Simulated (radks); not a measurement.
The numbers below are computed, except where a source is named.
Problem. The mercury ion Hg2+, [Xe] 4f14 5d10. Level of theory: non-relativistic Kohn-Sham, PBE, spin-polarised, spherical densities, point nucleus (a radial shooting solver on a logarithmic mesh with Libxc functionals). Every spin shell is full or empty, so the densities are truly spherical. Functionals are evaluated on that one density, not self-consistently. Rank these exchange functionals by their error against the exact value of the orbitals, and give that value: LDA, B88, revPBE, RPBE, PW91, PW86, WC, AM05, SOGGA, B86b, TPSS, revTPSS, r2SCAN, Tao-Mo, MVS.

Solution. Exact: -344.769 hartree. From best to worst, with 100 (|E| - |E exact|)/|E exact| (equal figures are ties): B86b 0.00, PW91 +0.05, B88 +0.07, MVS +0.09, r2SCAN -0.17, RPBE -0.22, revPBE -0.25, PW86 -0.39, TPSS -0.42, WC -0.62, Tao-Mo -0.83, revTPSS -0.90, SOGGA -1.80, AM05 -3.60, LDA -3.80.
